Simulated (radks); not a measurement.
Values are calculated unless marked as measured or tabulated.
All-electron atom: Ge2+ in [Ar] 3d10 4s2 (the NIST ground configuration).

Level of theory: scalar-relativistic Kohn-Sham, LB94 model potential, spin-unpolarised, spherical densities, finite nucleus; Fermi nuclear charge, rms radius 4.0742 fm (a radial shooting solver on a logarithmic mesh with Libxc functionals).

Energy parts (hartree):
part                   energy
kinetic            2145.94328
electron-nucleus  -5048.45128
Hartree             883.83338
(The LB94 potential has no energy functional, so no total or exchange-correlation energy is given.)

Orbitals (lengths in bohr, moments of r in powers of bohr; <r^-3> diverges for s and p1/2):
orbital	occ.	eigenvalue (hartree)	<r^-3>
1s	2	-406.8587	-
2s	2	-52.12164	-
2p	6	-45.79639	1008
3s	2	-7.25771	-
3p	6	-5.32974	134.8
3d	10	-2.17002	14.67
4s	2	-1.33191	-

The highest occupied level is 4s at -36.243 eV. The electron density at the nucleus is 3.21e+04 e/bohr^3 (large components only).
